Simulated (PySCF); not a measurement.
C3H8Cl2GaN (SMILES CC[N](C)[Ga]([Cl])[Cl]), singlet, geometry from GFN2-xTB (such geometries of metal compounds can be far from the true shape), atoms displaced at random by about 0.08 Å a coordinate; TPSS/STO-3G, gradient run with PySCF.

Input for PySCF:
```python
from pyscf import gto, scf, dft

mol = gto.M(
    atom='''
Ga    0.36595336   -0.21347385    0.25630373
Cl    1.51715492    1.41149678    0.91991821
Cl    1.24515660   -1.98427701    0.35095688
N    -1.50517884    0.00813539   -0.32086716
C    -2.06052135   -1.06731381   -0.50857794
C    -2.02176621    1.27265406   -0.40877554
C    -1.74353661    1.81183742   -1.77271958
H    -2.23072384   -0.73947274   -1.77119963
H    -3.25599694   -1.15889193   -0.28759022
H    -1.72475990   -1.96499170   -0.52175484
H    -2.88807641    1.38247208   -0.14830176
H    -1.59328076    2.01839561    0.24877626
H    -2.17985696    1.02895410   -2.63019071
H    -1.94672345    2.78392481   -2.08340749
H    -0.57747847    1.75019526   -2.14446331
''',
    basis='sto-3g',
    verbose=3,
)

mf = dft.RKS(mol)
mf.xc = 'tpss'
mf.conv_tol = 1e-6
mf.kernel()
g = mf.nuc_grad_method()
grad = g.kernel()
```

What the program printed (banner, timings and long lists left out):

```
converged SCF energy = -2984.33901666696
--------------- RKS gradients ---------------
         x                y                z
0 Ga     0.0718582770    -0.0311847801     0.0133727643
1 Cl     0.0068843579     0.0016404340     0.0047029888
2 Cl    -0.0057878134     0.0163575345     0.0009667818
3 N    -0.3397105581    -0.1720448918    -0.1974393165
4 C     0.3341855221     0.0745917158     0.2072883648
5 C    -0.1884768300    -0.0750145975     0.0584903618
6 C    -0.0675094761     0.0920136481     0.1413884153
7 H     0.0171080995     0.0664486666    -0.0351730354
8 H    -0.0523234758    -0.0044198991    -0.0119215932
9 H    -0.0817725756     0.1465962095    -0.0129580951
10 H     0.2609113623    -0.0093097240    -0.0561969259
11 H    -0.0302570369    -0.0031347077    -0.0237697147
12 H    -0.0112145510    -0.0488419655    -0.0495592963
13 H     0.0335704018    -0.0555287412     0.0016600076
14 H     0.0525343273     0.0019319059    -0.0406656052
----------------------------------------------
```
